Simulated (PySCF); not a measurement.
Compound: Si(NH2)2Me2, C₂H₁₀N₂Si.
Bonds: Si1–N2, Si1–N5, Si1–C8, Si1–C12. Hydrogens: H3, H4 on N2; H6, H7 on N5; H9, H10, H11 on C8; H13, H14, H15 on C12.

Method used: PySCF, PBE0-D3(BJ)/def2-SVP geometry optimisation, gas phase.

**Question.** List the bond lengths and angles at this level.

**Answer.** 
| bond | length (pm) |
| --- | --- |
| Si1–N2, Si1–N5 | 173.7 |
| Si1–C8, Si1–C12 | 187.9 |
| N2–H3 and 3 like bonds | 101.3 |
| C8–H9 and 5 like bonds | 110.2 |

Bonds in one row agree within 1 pm and their mean is given. A selection of angles:
| angle | degrees |
| --- | --- |
| N2–Si1–N5 | 109.5 |
| N2–Si1–C8 | 105.2 |
| N2–Si1–C12 | 112.2 |
| N5–Si1–C8 | 115.5 |
| C8–Si1–C12 | 109.4 |
| Si1–N2–H3 | 120.8 |
| Si1–N2–H4 | 120.4 |
| H3–N2–H4 | 111.5 |
| H6–N5–H7 | 110.4 |
| Si1–C8–H9 | 110.9 |
| H9–C8–H10 | 107.4 |
| Si1–C12–H13 | 110.1 |

N2 (nitrogen bonded to Si and 2 H) has angles 120.8°, 120.4° and 111.5°, sum 352.7°, 0.19 Å off the plane of its three neighbours. Si1 (silicon bonded to 2 C and 2 N) is distorted tetrahedral (angles from 105.2° to 115.5°).

Not checked by PBE0-D3(BJ)/def2-SVP frequencies. One conformer, not necessarily the lowest (N5–Si1–N2–H -39° and 109°, N2–Si1–N5–H 158° and -61°).
